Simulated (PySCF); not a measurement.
# Radial density of Mn⁺ (manganese, charge +1)

UHF, [Ar] 3d5 4s1, high-spin 7S determinant. Computed with PySCF 2.14 in cc-pVDZ (6s5p3d1f, 43 functions), with the non-relativistic Hamiltonian (point nucleus).

```tsv
r (bohr)	4πr²ρ (e/bohr)	4πr²(ρα − ρβ)
0.00108	0.1474	0.0001
0.00182	0.4020	0.0002
0.00306	1.069	0.0005
0.00515	2.724	0.0012
0.00867	6.468	0.0027
0.0146	13.64	0.0056
0.0245	23.61	0.0090
0.0413	29.85	0.0087
0.0694	25.54	0.0050
0.117	24.59	0.0467
0.196	33.10	0.3132
0.330	18.92	1.4001
0.555	12.64	3.6890
0.934	12.90	4.0062
1.57	3.352	1.8743
2.64	0.6801	0.6534
4.45	0.1154	0.1154
7.48	0.001231	0.0012
```
